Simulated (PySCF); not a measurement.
# Core-level binding energies of (ClAlPH)3 ring

Compound: (ClAlPH)3 ring, Al3Cl3H3P3.
Cartesian coordinates in Å at the PBE0-D3(BJ)/def2-SVP level; atoms count from 1:
```xyz
12
Al3Cl3H3P3 angstrom
Al    -1.7612    0.3035   -0.4775
Cl    -3.2396    1.6572    0.1472
P     -1.6013   -1.7610    0.5537
Al     0.6508   -1.6315    0.0106
Cl     1.1836   -2.8377   -1.6436
P      2.3819   -0.3265    0.8504
Al     1.1626    1.3997   -0.0784
Cl     0.8980    3.1929    0.9864
P     -0.1734    1.1376   -1.9594
H     -1.4917   -1.0326    1.7873
H      1.7378   -0.0140    2.0945
H      0.3679   -0.1702   -2.2202
```

Computed, not measured: delta-SCF UKS SCAN, pcX-2 on the ionised atom, pcseg-1 elsewhere, spin-free X2C (PySCF 2.14.0). Vertical ΔSCF values, vacuum level as zero.

Give the core binding energies atom by atom.

| atom(s) | environment | level | binding energy (eV) | 2p1/2 (eV) | count |
| --- | --- | --- | --- | --- | --- |
| Al1/Al7 | aluminium bonded to Cl and 2 P | Al 1s | 1567.85 | – | 2 |
| Cl2/Cl5/Cl8 | chlorine bonded to Al | Cl 2p3/2 | 205.75 | 207.41 | 3 |
| Cl2/Cl5/Cl8 | chlorine bonded to Al | Cl 1s | 2828.34 | – | 3 |
| P3/P6/P9 | phosphorus bonded to 2 Al and H | P 2p3/2 | 135.91 | 136.80 | 3 |
| P3/P6/P9 | phosphorus bonded to 2 Al and H | P 1s | 2149.34 | – | 3 |

Which photon energy gives electrons from Al 1s of Al1/Al7 a kinetic energy of 100 eV, and what is their de Broglie wavelength?

hν = 1567.85 + 100 = 1667.85 eV, recoil neglected; λ = 12.264 Å/√(E/eV) = 1.23 Å.

One atom of each set of topologically equivalent atoms was ionised and stands for the set; in this conformer not all members are related by symmetry, and their own values weren't computed. The list is incomplete; no value stands for Al 1s of Al4. The 2p values add to the ΔSCF energy of one spin-free hole a correction within the shell (spin–orbit coupling, ligand field). 2p1/2 minus 2p3/2 (ligand field included): Cl 1.65 eV, P 0.89 eV. The structure is a single PBE0-D3(BJ)/def2-SVP conformer in the gas phase; no vibrational or solvent corrections.

Hardware: one thread, Arm Neoverse N1 (aarch64), no GPU (shared host). Cost: 1.9 min wall, 0.86 GiB resident at most.
